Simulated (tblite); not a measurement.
Species: C6H6F3O (doublet state).
Numbering: `[CH2:1]=[CH:2][O:3][CH:4][CH2:5][C:6]([F:7])=[C:8]([F:9])[F:10]` (hydrogens: H11, H12 on C1; H13 on C2; H14 on C4; H15, H16 on C5)

Cartesian coordinates in Å at the GFN2-xTB level; atoms count from 1:
```xyz
16
C6H6F3O angstrom
C      2.9102    0.7702   -0.8844
C      2.1168   -0.0991   -0.2589
O      1.0196    0.3045    0.4052
C      0.2778   -0.5711    1.1013
C     -1.0809   -0.1129    1.5074
C     -2.0312   -0.4447    0.3891
F     -2.4198   -1.7349    0.3301
C     -2.3981    0.3764   -0.5902
F     -2.0745    1.6662   -0.6113
F     -3.1367    0.0589   -1.6471
H      3.7805    0.4349   -1.4131
H      2.6911    1.8219   -0.8781
H      2.3155   -1.1666   -0.2508
H      0.5032   -1.6250    1.0179
H     -1.4062   -0.6338    2.4087
H     -1.0751    0.9639    1.6714
```

Computed values, GFN2-xTB/tblite, gas phase, harmonic and unscaled. The method is semi-empirical: single wavenumbers can be off by several per cent or more. One conformer, not necessarily the lowest. Open shells enter through the occupations alone, without spin polarisation, and single modes of such species can be off by tens of per cent.

Harmonic wavenumbers (cm⁻¹): 28.7, 34.3, 88.9, 129.0, 150.8, 173.6, 202.5, 246.0, 319.4, 390.4, 432.8, 446.6, 470.9, 507.4, 526.8, 574.7, 646.6, 739.6, 807.0, 856.2, 948.6, 974.3, 1031.5, 1092.4, 1144.6, 1181.3, 1197.4, 1211.6, 1220.1, 1260.9, 1292.9, 1349.4, 1371.3, 1410.3, 1632.3, 1758.4, 2989.2, 3016.6, 3018.9, 3058.6, 3138.4, 3182.9.

A = 1935, B = 729.9, C = 623.2 MHz; mass 151.037 u (most abundant isotopes); point group C1, symmetry number 1; spin multiplicity 2.

Question: Zero-point energy?

Answer: Half the sum of the wavenumbers: 23127 cm⁻¹ = 276.66 kJ/mol.

Question: Give the ideal-gas entropy at 273.15 K and 1 bar in the rigid-rotor, harmonic-oscillator model (classical rotation).

Answer: Translation 169.61, rotation 125.60, vibration 135.94, spin (R ln 2) 5.76: S = 436.9 J/(mol K).

Question: And Cp and H(273.15 K) − H(0)?

Answer: Cp = 158.30 J/(mol K), of which vibrations give 125.04 (their classical limit is 42 R = 349.2); H(273.15 K) − H(0) = 27.48 kJ/mol without the zero-point energy, 18.40 from vibrations.

Question: Which modes carry the vibrational entropy at 273.15 K?

Answer: 28.7 cm⁻¹: 24.03; 34.3 cm⁻¹: 22.55; 88.9 cm⁻¹: 14.70; 129.0 cm⁻¹: 11.69; 150.8 cm⁻¹: 10.44; 173.6 cm⁻¹: 9.34 J/(mol K); the other 36 give 43.18 together.

Question: What must be added to the electronic energy to get the Gibbs energy at 273.15 K and 1 bar?

Answer: ZPE + [H(273.15 K) − H(0)] − T·S = 276.66 + 27.48 − 119.34 = 184.80 kJ/mol.

Hindered rotation and anharmonicity are outside this model. Other conformers, if any are populated, would add a mixing term that is left out. The structure is chiral; the term R ln 2 for an equal mix with its mirror image is left out.
